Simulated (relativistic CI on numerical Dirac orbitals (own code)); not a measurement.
## Radial parameters of Pt25+

Computed by Dirac-Coulomb-Breit CI, orbitals from a KLI potential per configuration, model QED (radiative potential, 1s self-energy scaled to tabulated hydrogen-like ionisation energies), unscaled Slater integrals (own radial code, finite nucleus).

Slater integrals F^k, G^k are unscaled and averaged over j, outside the closed core [Ar] 3d10 4p6 4d10; ζ comes from projecting the Hamiltonian with its Breit term on Σ l·s of the shell.

- 4s2 4f7: F^2(4f,4f) = 240900, F^4(4f,4f) = 156210, F^6(4f,4f) = 113960, ζ(4f) = 9932.8 cm⁻¹; <r>(4f) = 0.43, <r^2>(4f) = 0.2136 (bohr units).
- 4s2 4f6 5s: F^2(4f,4f) = 243550, F^4(4f,4f) = 158040, F^6(4f,4f) = 115330, ζ(4f) = 10184, G^3(4f,5s) = 35486 cm⁻¹; <r>(4f) = 0.4261, <r^2>(4f) = 0.2096, <r>(5s) = 0.7666, <r^2>(5s) = 0.6545 (bohr units).
- 4s2 4f5 5s2: F^2(4f,4f) = 246420, F^4(4f,4f) = 160030, F^6(4f,4f) = 116830, ζ(4f) = 10439 cm⁻¹; <r>(4f) = 0.4219, <r^2>(4f) = 0.2053 (bohr units).

Averages of the first 5 configurations, taken without configuration mixing, which lowers the lowest level and can move excited configurations by several eV; other configurations of the list can lie among them:

| Configuration | Parity | States | Average energy above the lowest level (eV) |
| --- | --- | --- | --- |
| 4s2 4f7 | odd | 3432 | 29.7 |
| 4s2 4f6 5s | even | 6006 | 128.3 |
| 4s2 4f5 5s2 | odd | 2002 | 237.1 |
| 4s2 4f6 6s | even | 6006 | 405.0 |
| 4f9 | odd | 2002 | 1372.2 |
